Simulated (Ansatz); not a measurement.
C2H3BO (`OC1=CB1`), relaxed with RKS PBE0-D4/def2-TZVP in Ansatz from a PBE-D4/def2-SVP geometry. The force threshold is 0.005 eV/Å; the program also tests the step.

Total charge 0; spin multiplicity 1.

Start:

```xyz
7

O    -1.687   -0.410   -0.148
C    -0.396   -0.099   -0.033
C     0.442    0.923   -0.380
B     1.042   -0.232    0.340
H    -1.822   -1.283    0.271
H     0.438    1.901   -0.883
H     1.983   -0.800    0.831
```

```csv
step,energy (eV),largest force (eV/Å),largest move (Å)
1,-4840.5935,0.833,0.000
2,-4840.6292,0.341,0.024
3,-4840.6339,0.034,0.010
4,-4840.6340,0.021,0.002
5,-4840.6340,0.003,0.003
```

End:

```xyz
7

O    -1.666   -0.407   -0.145
C    -0.382   -0.099   -0.031
C     0.438    0.911   -0.374
B     1.035   -0.228    0.337
H    -1.816   -1.265    0.264
H     0.429    1.871   -0.869
H     1.962   -0.784    0.819
```

Run time 13 s (2 threads of an Arm Neoverse V1 on a shared host); peak host memory 0.23 GiB.
